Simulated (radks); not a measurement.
Initial-state core-level shifts of the zirconium ion Zr+ when its valence configuration changes from [Kr] 4d2 5s1. Calculated with a radial shooting solver on a logarithmic mesh with Libxc functionals: scalar-relativistic Kohn-Sham, LDA (Slater exchange, Perdew-Wang correlation), spin-polarised, spherical densities, point nucleus; open shells are filled with parallel spins first (spin-orbit coupling, left out, can overturn this in heavy ions). Shifts are changes of the shell-averaged eigenvalues in eV (positive: less bound).

valence              2p      3p      3d      4s
4d2 5p1          -1.152  -1.164  -1.162  -1.147
4d1 5s2          -3.602  -3.524  -3.545  -3.198
4d3              +3.010  +2.968  +2.986  +2.770
4d1 5s1 5p1      -4.656  -4.588  -4.610  -4.229
4d1.5 5s1 5p0.5  -2.267  -2.239  -2.249  -2.083
4d1.5 5s1.5      -1.751  -1.717  -1.727  -1.572
4d1 5s1.5 5p0.5  -4.169  -4.094  -4.116  -3.748
5s1 5p2          -9.767  -9.581  -9.630  -8.666
4d1 5s0.5 5p1.5  -5.230  -5.167  -5.187  -4.788
